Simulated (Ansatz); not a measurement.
`[InH2][BH][TeH]` + H₂ → `B[TeH]` + `[InH3]` at 400 K and 1 bar (hydrogenolysis of a B–In bond).

Computed with Ansatz on PBE0-D4/def2-TZVP structures; ΔE is electronic, products minus reactants. CCSD(T)/CBS is the MP2 limit (def2-TZVPP, def2-QZVPP) plus CCSD(T) − MP2 in def2-TZVPP, frozen cores. This one scheme is used for every species. def2 core potentials past Kr. For In, Te outer-core shells are correlated without core-valence functions, which leaves a few kJ/mol of doubt a bond.

```json
{"species": "`[InH2][BH][TeH]`", "CCSD(T)/CBS energy (Eh)": "-484.70285", "H − E (kJ/mol)": "110.2", "S (J/(mol·K))": "381.9"}
{"species": "H₂", "CCSD(T)/CBS energy (Eh)": "-1.17544", "H − E (kJ/mol)": "38.0", "S (J/(mol·K))": "139.0"}
{"species": "`B[TeH]`", "CCSD(T)/CBS energy (Eh)": "-294.31292", "H − E (kJ/mol)": "89.3", "S (J/(mol·K))": "285.2"}
{"species": "`[InH3]`", "CCSD(T)/CBS energy (Eh)": "-191.56739", "H − E (kJ/mol)": "59.8", "S (J/(mol·K))": "243.4"}
```

H − E and S are ideal-gas, rigid-rotor, harmonic terms from PBE0-D4/def2-TZVP. The MP2-based limit puts H₂ 0.8 mEh under its directly extrapolated value; such offsets cancel only in part. 1 Eh = 2625.50 kJ/mol, R = 8.31446 J/(mol·K).

Task: By hand: ΔE, ΔH, ΔS and ΔG.

Result: ΔE = (-294.31292) + (-191.56739) − (-484.70285) − (-1.17544) = -0.00202 Eh = -5.3 kJ/mol. Δ(H − E) = 89.3 + 59.8 − 110.2 − 38.0 = 0.9, so ΔH = -4.4 kJ/mol. ΔS = 285.2 + 243.4 − 381.9 − 139.0 = 7.7 J/(mol·K). ΔG = -4.4 − 400 × (7.7)/1000 = -7.5 kJ/mol.

Task: By hand: the equilibrium constant, and the temperature at which ΔG would vanish if ΔH and ΔS stayed fixed.

Result: log₁₀ K = −ΔG/(RT ln 10) = 1.0. ΔH and −TΔS have one sign here, so there is no such temperature.

TΔS isn't small against ΔH here. A doubt of 5 kJ/mol in ΔE shifts log₁₀ K by 0.7 here. These are equilibria of isolated gas molecules and say nothing of rates. Largest T1 diagnostic: 0.016 (customary marks: 0.02 for closed shells, 0.045 for open ones).
